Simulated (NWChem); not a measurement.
The numbers come from NWChem runs, not from measurements. System: I2Pb, charge 0, spin multiplicity 1, at a geometry optimised with B3LYP/def2-SVP with def2 effective core potentials on I, Pb. The structure started from a generated list of species. Level: PBE0/def2-TZVP with def2 effective core potentials on I, Pb.

The NWChem input:

```
start mol
memory heap 200 mb stack 900 mb global 1100 mb
geometry units angstroms nocenter noautoz
  Pb     0.000000     0.000000     0.999695
  I     -2.247097     0.000000    -0.773349
  I      2.247097     0.000000    -0.773349
  symmetry group C2v
end
basis spherical
  * library def2-tzvp
end
ecp
  I library def2-ecp
  Pb library def2-ecp
end
dft
  xc pbe0
  semidirect memsize 60000000 filesize 0
  iterations 100
end
task dft energy
```

Part of the output:

```
             Northwest Computational Chemistry Package (NWChem) 7.3.0
             --------------------------------------------------------

                                NWChem Input Module
                                -------------------

 Scaling coordinates for geometry "geometry" by  1.889725989
 (inverse scale =  0.529177249)

 Turning off AUTOSYM since
 SYMMETRY directive was detected!

                             Geometry "geometry" -> ""
                             -------------------------

 Output coordinates in angstroms (scale by  1.889725989 to convert to a.u.)

  No.       Tag          Charge          X              Y              Z
 ---- ---------------- ---------- -------------- -------------- --------------
    1 Pb                  82.0000     0.00000000     0.00000000     0.99969500
    2 I                   53.0000    -2.24709700     0.00000000    -0.77334900
    3 I                   53.0000     2.24709700     0.00000000    -0.77334900

 Effective nuclear repulsion energy (a.u.)    1937.6772458358

            Nuclear Dipole moment (a.u.)
            ----------------------------
        X                 Y               Z
 ---------------- ---------------- ----------------
     0.0000000000     0.0000000000    -0.0000075589

      Symmetry information
      --------------------

 Group name             C2v
 Group number             16
 Group order               4
 No. of unique centers     2

      Symmetry unique atoms

     1    2


 Summary of "ao basis" -> "" (spherical)
 ------------------------------------------------------------------------------
       Tag                 Description            Shells   Functions and Types
 ---------------- ------------------------------  ------  ---------------------
 *                         def2-tzvp                  on all atoms

                                 NWChem DFT Module
                                 -----------------

 Summary of "ao basis" -> "ao basis" (spherical)
 ------------------------------------------------------------------------------
       Tag                 Description            Shells   Functions and Types
 ---------------- ------------------------------  ------  ---------------------
 Pb                        def2-tzvp                16       50   6s5p3d2f
 I                         def2-tzvp                16       50   6s5p3d2f

 Summary of "ao basis" -> "ao basis" (spherical)
 ------------------------------------------------------------------------------
       Tag                 Description            Shells   Functions and Types
 ---------------- ------------------------------  ------  ---------------------
 Pb                        def2-tzvp                16       50   6s5p3d2f
 I                         def2-tzvp                16       50   6s5p3d2f

      Symmetry analysis of basis
      --------------------------

        a1         54
        a2         22
        b1         45
        b2         29

            General Information
            -------------------
          SCF calculation type: DFT
          Wavefunction type:  closed shell.
          No. of atoms     :     3
          No. of electrons :    72
           Alpha electrons :    36
            Beta electrons :    36
          Charge           :     0
          Spin multiplicity:     1
          Use of symmetry is: on ; symmetry adaption is: on
          Maximum number of iterations: 100
          AO basis - number of functions:   150
                     number of shells:    48
          Convergence on energy requested:  1.00D-06
          Convergence on density requested:  1.00D-05
          Convergence on gradient requested:  5.00D-04

              XC Information
              --------------
                         PBE0 Method XC Functional
                     Hartree-Fock (Exact) Exchange  0.250
          PerdewBurkeErnzerhof Exchange Functional  0.750
            Perdew 1991 LDA Correlation Functional  1.000 local
           PerdewBurkeErnz. Correlation Functional  1.000 non-local

             Grid Information
             ----------------
          Grid used for XC integration:  medium
          Radial quadrature: Mura-Knowles
          Angular quadrature: Lebedev.
          Tag              B.-S. Rad. Rad. Pts. Rad. Cut. Ang. Pts.
          ---              ---------- --------- --------- ---------
          Pb                  1.80      123          11.0       590
          I                   1.40      123          13.0       590
          Grid pruning is: on
          Number of quadrature shells:   246
          Spatial weights used:  Erf1

          Convergence Information
          -----------------------
          Convergence aids based upon iterative change in
          total energy or number of iterations.
          Levelshifting, if invoked, occurs when the
          HOMO/LUMO gap drops below (HL_TOL):  1.00D-02
          DIIS, if invoked, will attempt to extrapolate
          using up to (NFOCK): 10 stored Fock matrices.

                    Damping( 0%)  Levelshifting(0.5)       DIIS
                  --------------- ------------------- ---------------
          dE  on:    start            ASAP                start
          dE off:    2 iters        100 iters           100 iters

      Screening Tolerance Information
      -------------------------------
          Density screening/tol_rho:  1.00D-10
          AO Gaussian exp screening on grid/accAOfunc:  14
          CD Gaussian exp screening on grid/accCDfunc:  20
          XC Gaussian exp screening on grid/accXCfunc:  20
          Schwarz screening/accCoul:  1.00D-08

      Superposition of Atomic Density Guess
      -------------------------------------

 Sum of atomic energies:        -913.68428601

      Non-variational initial energy
      ------------------------------

 Total energy =    -785.170782
 1-e energy   =   -1924.167920
 2-e energy   =     862.043759
 HOMO         =      -0.292466
 LUMO         =      -0.057725

      Symmetry analysis of molecular orbitals - initial
      -------------------------------------------------

  Numbering of irreducible representations:

     1 a1          2 a2          3 b1          4 b2

  Orbital symmetries:

     1 b1          2 a1          3 a1          4 b1          5 a1
     6 a1          7 b2          8 b1          9 a2         10 b1
    11 a1         12 b2         13 a1         14 b1         15 a1
    16 b2         17 a2         18 b1         19 a1         20 b2
    21 a2         22 b1         23 b1         24 a1         25 a1
    26 a2         27 b2         28 a1         29 b1         30 a1
    31 b1         32 a1         33 b2         34 a2         35 b1
    36 a1         37 b2         38 a1         39 b1         40 b1
    41 a1         42 b2         43 b1         44 a1         45 a1
    46 b2

------------------------------------------------------------
EAF file 0: "./mol.aoints.0" size=524288 bytes
------------------------------------------------------------
               write      read    awrite     aread      wait
               -----      ----    ------     -----      ----
     calls:        1         0         0         0         0
   data(b): 5.24e+05  0.00e+00  0.00e+00  0.00e+00
   time(s): 0.00e+00  0.00e+00  0.00e+00  0.00e+00  0.00e+00
rate(mb/s): 0.00e+00  0.00e+00
------------------------------------------------------------

   convergence    iter        energy       DeltaE   RMS-Dens  Diis-err    time
 ---------------- ----- ----------------- --------- --------- ---------  ------
 d= 0,ls=0.0,diis     1   -788.3635474650 -1.07D+03  1.53D-02  4.52D-01     3.0
 d= 0,ls=0.0,diis     2   -788.1320229819  2.32D-01  8.66D-03  1.81D+00     3.2
 d= 0,ls=0.0,diis     3   -788.4428479258 -3.11D-01  6.47D-04  8.66D-03     3.4
 d= 0,ls=0.0,diis     4   -788.4436436114 -7.96D-04  2.44D-04  1.60D-03     3.6
 d= 0,ls=0.0,diis     5   -788.4438138657 -1.70D-04  9.37D-05  2.91D-04     3.9
  Resetting Diis
 d= 0,ls=0.0,diis     6   -788.4438367975 -2.29D-05  2.15D-05  9.10D-06     4.1
 d= 0,ls=0.0,diis     7   -788.4438383274 -1.53D-06  5.24D-06  4.81D-07     4.3
 d= 0,ls=0.0,diis     8   -788.4438383517 -2.43D-08  2.50D-06  4.23D-07     4.5

         Total DFT energy =     -788.443838351681
      One electron energy =    -1925.751389783441
           Coulomb energy =      920.908068032860
    Exchange-Corr. energy =      -60.553895990974
 Nuclear repulsion energy =      276.953379389874

 Numeric. integr. density =       71.999999612094

     Total iterative time =      3.6s

                  Occupations of the irreducible representations
                  ----------------------------------------------

                     irrep           alpha         beta
                     --------     --------     --------
                     a1               14.0         14.0
                     a2                5.0          5.0
                     b1               11.0         11.0
                     b2                6.0          6.0

                       DFT Final Molecular Orbital Analysis
                       ------------------------------------

 Vector   34  Occ=2.000000D+00  E=-2.740844D-01  Symmetry=a2
              MO Center= -6.9D-13, -3.9D-16, -7.3D-01, r^2= 7.0D+00
   Bfn.  Coefficient  Atom+Function         Bfn.  Coefficient  Atom+Function
  ----- ------------  ---------------      ----- ------------  ---------------
    67      0.390663  2 I  py               117     -0.390663  3 I  py
    61     -0.320843  2 I  py               111      0.320843  3 I  py
    64      0.252734  2 I  py               114     -0.252734  3 I  py
    70      0.198250  2 I  py               120     -0.198250  3 I  py
    22      0.054457  1 Pb d -2              58     -0.040806  2 I  py

 Vector   35  Occ=2.000000D+00  E=-2.675848D-01  Symmetry=a1
              MO Center=  1.8D-12, -1.2D-14, -5.1D-01, r^2= 7.1D+00
   Bfn.  Coefficient  Atom+Function         Bfn.  Coefficient  Atom+Function
  ----- ------------  ---------------      ----- ------------  ---------------
    68      0.376176  2 I  pz               118      0.376176  3 I  pz
    62     -0.309291  2 I  pz               112     -0.309291  3 I  pz
    65      0.244486  2 I  pz               115      0.244486  3 I  pz
     5     -0.226294  1 Pb s                  6     -0.205607  1 Pb s
    71      0.190555  2 I  pz               121      0.190555  3 I  pz

 Vector   36  Occ=2.000000D+00  E=-2.669512D-01  Symmetry=b1
              MO Center= -1.8D-12, -6.4D-15, -7.2D-01, r^2= 7.2D+00
   Bfn.  Coefficient  Atom+Function         Bfn.  Coefficient  Atom+Function
  ----- ------------  ---------------      ----- ------------  ---------------
    66      0.320907  2 I  px               116      0.320907  3 I  px
    60     -0.262344  2 I  px               110     -0.262344  3 I  px
    68     -0.240362  2 I  pz               118      0.240362  3 I  pz
    63      0.207440  2 I  px               113      0.207440  3 I  px
    62      0.196299  2 I  pz               112     -0.196299  3 I  pz

 Vector   37  Occ=0.000000D+00  E=-1.244109D-01  Symmetry=b2
              MO Center=  1.8D-14,  6.2D-16,  8.0D-01, r^2= 4.7D+00
   Bfn.  Coefficient  Atom+Function         Bfn.  Coefficient  Atom+Function
  ----- ------------  ---------------      ----- ------------  ---------------
    17      0.546751  1 Pb py                11     -0.403709  1 Pb py
    14      0.322431  1 Pb py                20      0.310146  1 Pb py
    70     -0.152078  2 I  py               120     -0.152078  3 I  py
    67     -0.150741  2 I  py               117     -0.150741  3 I  py
    61      0.133380  2 I  py               111      0.133380  3 I  py

 Vector   38  Occ=0.000000D+00  E=-7.004266D-02  Symmetry=a1
              MO Center=  2.5D-14, -1.8D-15,  7.0D-01, r^2= 7.0D+00
   Bfn.  Coefficient  Atom+Function         Bfn.  Coefficient  Atom+Function
  ----- ------------  ---------------      ----- ------------  ---------------
    18      0.485231  1 Pb pz                21      0.481375  1 Pb pz
     5     -0.355685  1 Pb s                 12     -0.340677  1 Pb pz
    69      0.278541  2 I  px               119     -0.278541  3 I  px
    15      0.275936  1 Pb pz                56      0.223782  2 I  s
   106      0.223782  3 I  s                  3      0.190860  1 Pb s

 Vector   39  Occ=0.000000D+00  E=-4.975853D-02  Symmetry=b1
              MO Center= -3.3D-14, -3.7D-15,  6.7D-01, r^2= 7.0D+00
   Bfn.  Coefficient  Atom+Function         Bfn.  Coefficient  Atom+Function
  ----- ------------  ---------------      ----- ------------  ---------------
    19      0.560802  1 Pb px                16      0.504469  1 Pb px
    10     -0.355483  1 Pb px                13      0.292777  1 Pb px
    56      0.256299  2 I  s                106     -0.256299  3 I  s
    71      0.246315  2 I  pz               121     -0.246315  3 I  pz
    68      0.164672  2 I  pz               118     -0.164672  3 I  pz

 center of mass
 --------------
 x =   0.00000000 y =   0.00000000 z =   0.04762020

 moments of inertia (a.u.)
 ------------------
        1283.250625472945           0.000000000000           0.000000000000
           0.000000000000        5859.759386585154           0.000000000000
           0.000000000000           0.000000000000        4576.508761112208

     Multipole analysis of the density
     ---------------------------------

     L   x y z        total         alpha         beta         nuclear
     -   - - -        -----         -----         ----         -------
     0   0 0 0      0.000000    -36.000000    -36.000000     72.000000

     1   1 0 0      0.000000      0.000000      0.000000      0.000000
     1   0 1 0     -0.000000     -0.000000     -0.000000      0.000000
     1   0 0 1      1.540519     16.525056     16.525056    -31.509593

     2   2 0 0    -67.169641   -484.382135   -484.382135    901.594629
     2   1 1 0     -0.000000     -0.000000     -0.000000      0.000000
     2   1 0 1      0.000000      0.000000      0.000000      0.000000
     2   0 2 0    -59.269059    -29.634529    -29.634529      0.000000
     2   0 1 1      0.000000      0.000000      0.000000      0.000000
     2   0 0 2    -58.222283   -121.762433   -121.762433    185.302584

 Task  times  cpu:        4.6s     wall:        4.6s

 Total times  cpu:        4.6s     wall:        4.6s
```
